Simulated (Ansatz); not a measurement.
A calculation with Ansatz (development build ahead of 0.2.0).

```yaml
crystal:
  periodic: [false, false, false]
  atoms:
    - { symbol: C, position_ang: [0.0, 0.0, 0.0] }
    - { symbol: C, position_ang: [1.16913, 0.675, 0.0] }
    - { symbol: C, position_ang: [2.42487, -0.05, 0.0] }
    - { symbol: C, position_ang: [3.59401, 0.625, 0.0] }
    - { symbol: C, position_ang: [4.84974, -0.1, 0.0] }
    - { symbol: C, position_ang: [5.72659, 0.06875, 1.0125] }
    - { symbol: C, position_ang: [6.98233, -0.65625, 1.0125] }
    - { symbol: C, position_ang: [7.85918, -0.4875, 2.025] }
    - { symbol: H, position_ang: [0.0, -1.09, 0.0] }
    - { symbol: H, position_ang: [-0.94397, 0.545, 0.0] }
    - { symbol: H, position_ang: [1.16913, 1.765, 0.0] }
    - { symbol: H, position_ang: [2.42487, -1.14, 0.0] }
    - { symbol: H, position_ang: [3.59401, 1.715, 0.0] }
    - { symbol: H, position_ang: [5.08573, -0.78125, -0.8175] }
    - { symbol: H, position_ang: [5.4906, 0.75, 1.83] }
    - { symbol: H, position_ang: [7.21832, -1.3375, 0.195] }
    - { symbol: H, position_ang: [7.62319, 0.19375, 2.8425] }
    - { symbol: H, position_ang: [8.80315, -1.0325, 2.025] }
basis:
  gaussian: { orbitals: def2-TZVP }
magnetization:
  spin_polarized: true
  initial_magnetization: 2
hamiltonian:
  xc: pbe0
```

The input is written out in the form of the current development build from the run's settings.

The run gave:

```json
{
  "Converged": "yes",
  "Total energy": "-310.40375 hartree",
  "Spin squared of the determinant": "2.037",
  "Stability test": "minimum"
}
```

Caution: another spin multiplicity may lie lower.
